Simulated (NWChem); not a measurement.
Molecule: CdNH$_{3}$S; SMILES [NH2][Cd][SH]

```xyz
6

Cd    -0.0033    -0.2832     0.0000
N      0.1190    -2.2856     0.0000
H     -0.2938    -2.7319    -0.8174
H     -0.2938    -2.7319     0.8174
S      0.0740     2.0548     0.0000
H     -1.2721     2.1803     0.0000
```
Atoms are numbered in this order, from 1.

All runs: NWChem. Geometry: optimised at PBE0/def2-SVP. def2 effective core potentials on Cd; no spin-orbit coupling. Level B3LYP/def2-SVP: energy and gradient on several grids; changes count from the extra-fine grid, which is no exact limit either.

### Question
Which is the coarsest grid (xfine; fine; medium; xcoarse; coarse) from which on the energy stays within 100 μHa and each gradient component within 200 μHa/bohr of xfine?

### Answer
medium.
| grid | size of the energy change (μHa) | largest change of a gradient component (μHa/bohr) |
|---|---|---|
| xcoarse | 3000 | 5000 |
| coarse | 80 | 400 |
| medium | < 10 | 60 |
| fine | < 10 | < 30 |
| xfine | < 10 | < 30 |
